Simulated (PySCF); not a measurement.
## IRuN: from structure and modes to constants

Method: PySCF, B3LYP, basis Ru def2-SVP with ECP28, N def2-SVP, I def2-SVP with ECP28 (scalar-relativistic core potentials, no spin–orbit coupling, density fitting).

The singlet minimum has Cs symmetry. Masses (u): Ru 101.90435, N 14.00307, I 126.90447.

```xyz
3
charge 0 multiplicity 1, angstrom
Ru   -1.1268    0.0000   -0.6687
N    -2.5605    0.0000   -0.0635
I     1.1945    0.0000    0.5489
```

Harmonic wavenumbers (cm⁻¹): 103.3 (a', ×1), 222.8 (a', ×1), 1249.4 (a', ×1).

**Question.** Find the principal moments of inertia and the rotational constants. What kind of rotor is it?

**Answer.** About the centre of mass I = 15.736, 470.39, 486.12 u Å². With B = 16.8576/I this gives 1.071, 0.03584, 0.03468 cm⁻¹. The molecule is an asymmetric top with κ = -1.00.

**Question.** What is the harmonic zero-point energy?

**Answer.** Half the sum of all 3 wavenumbers, 1576/2 = 788 cm⁻¹, which is 9.4 kJ/mol (1 cm⁻¹ = 0.0119627 kJ/mol).

Only a few start shapes were tried, so a lower isomer may exist.
